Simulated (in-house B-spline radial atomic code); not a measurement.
wB97X excitations of Mo VII (Mo6+)

Method: wB97X. Computed with a B-spline radial code for spherical atoms: linear response of the closed shell [Ar] 3d10 4s2 4p6 with the functional's adiabatic kernel; scalar-relativistic (spin-free one-electron X2C), finite nucleus, no spin-orbit coupling, no double excitations, S, P, D and F terms only; shells from n = 2 respond. Only terms of natural parity with L up to 3 were computed.

Command:
```bash
python run_td.py task.json out
```
Settings (radii: box in bohr, nucleus in fm):
```
Z                        42
electrons                36
configuration            [Ar] 3d10 4s2 4p6
hamiltonian              x2c
method                   wb97x
box_radius               14.35
rms_radius               4.4091
intervals                70
```

Cost of the run: 1.6 s on 1 thread of AMD EPYC 9R14 (Zen 4) (shared host).

The lowest states, in the order of their Tamm-Dancoff energies; the method's threshold (minus the highest occupied level) is 122.22 eV. Labels give the largest channel, * marks a mixed state, and oscillator strengths are full-response dipole values. Semilocal kernels can invert the small singlet-triplet splittings of Rydberg terms. Energies in eV:

```
      state  full response  Tamm-Dancoff  oscillator strength
 4p → 4d 3P          38.56         38.66                    -
 4p → 4d 3F          39.12         39.27                    -
 4p → 4d 1F              ?             ?                    -
 4p → 4d 1P          51.36         53.18                 5.61
 4p → 5s 3P          59.82         59.84                    -
 4p → 5s 1P          60.32         60.37                0.511
 4p → 5p 3S          67.58         67.62                    -
4s → 4d 3D*          67.94         68.00                    -
 4p → 5p 3D          68.49         68.50                    -
 4p → 5p 1D              ?             ?                    -
```

Question: Where does 4p → 4d 1F lie?

Answer: At 41.76 eV in full response, 41.78 eV in Tamm-Dancoff.

Question: Where does 4p → 5p 1D lie?

Answer: At 68.58 eV in full response, 68.60 eV in Tamm-Dancoff.

Question: How large is the singlet-triplet splitting of 4p → 4d (F terms) in Tamm-Dancoff?

Answer: 2.52 eV, from the unrounded values.

Question: What polarisabilities and dispersion coefficient does the method give?

Answer: Dipole 1.792 bohr³, quadrupole 2.545 bohr⁵, C6 4.987 hartree·bohr⁶ for two such species.
